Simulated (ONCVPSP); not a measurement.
# Varying the ONCV potential for potassium (K)

Base potential:

ONCVPSP 4.0.1 input, shortened (lines: element, Z, core and valence counts, functional; n l f; lmax; l rc ep ncon nbas qcut; lloc lpopt rc5 dvloc0; l nproj debl; icmod fcfact rcfact), PBE, scalar-relativistic:

```
  K 19.00    3    4        4      upf
    1    0    2.00
    2    0    2.00
    2    1    6.00
    3    0    2.00
    3    1    6.00
    4    0    0.75
    4    1    0.25
    2
    0    2.15    0.00    4    8    4.90
    1    2.05    0.00    4    8    8.30
    2    1.65    0.45    3    7    6.90
    2    5    1.65    0.00
    0    2    0.80
    1    2    1.70
    2    0    3.00
    3    5.50    1.65
```

Cutoffs, loose and tight: the cutoffs (Ha) at which the residual kinetic energy of the hardest occupied pseudo-wave falls to 1 and 0.1 mHa per electron. They do not see the model core or the augmentation charge, which bear on the density cutoff. Test errors are all-electron minus pseudo excitation energies from the reference, over the configurations 3s2 3p6 4s1 4p0; 3s2 3p6 4s0 4p0; 3s2 3p6 4s0.5 4p0; 3s2 3p6 4s0 4p1. A dash means not determined; rows that change the core or the reference have their own tests.

A true bound ghost makes a file unfit for plane-wave use even where its test errors are small: the radial tests pick states by their node count and pass the ghost by.

```tsv
change	outcome	cutoff, loose	cutoff, tight	bound ghosts	GHOST(+) flags above zero	largest test error (meV)
base	generated	13 Ha	17 Ha	none	s	-0.2
s: rc 3.04	generated	13 Ha	17 Ha	none	none	-0.3
core correction Teter function, fcfact 5.5, rcfact 1.62	generated	13 Ha	17 Ha	none	s	-0.2
s: qcut 5.5	generated	13 Ha	17 Ha	none	s	-0.2
```

What comes out with this change to the base: s: qcut 4.4; p: qcut 7.4; d: qcut 6.1?

outcome: generated; cutoff, loose: 13 Ha; cutoff, tight: 16 Ha; bound ghosts: s; GHOST(+) flags above zero: none; largest test error (meV): -0.2.
